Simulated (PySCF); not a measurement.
Vertical excitations of a molecule C3H11NSi2 from PySCF 2.14.0 with TDA-PBE/def2-SVPD, as energy in eV (oscillator strength): 4.35 (0.010), 4.67 (0.008), 5.06 (0.021), 5.08 (0.009), 5.21 (0.100), 5.33 (0.089). Lowest triplet (TDA): 3.76 eV. Geometry optimised at B3LYP-D3(BJ)/def2-SVP. One conformer was computed; it need not be the lowest.

**Question.** Which molecule gave these data?
A) C=C[SiH2]NC[SiH3]
B) C=CN([SiH3])C[SiH3]
C) C/N=C(\C)[SiH2][SiH3]
D) C[C@H]1N[Si@@H](C)[SiH2]1

**Answer.** B, C=CN([SiH3])C[SiH3]
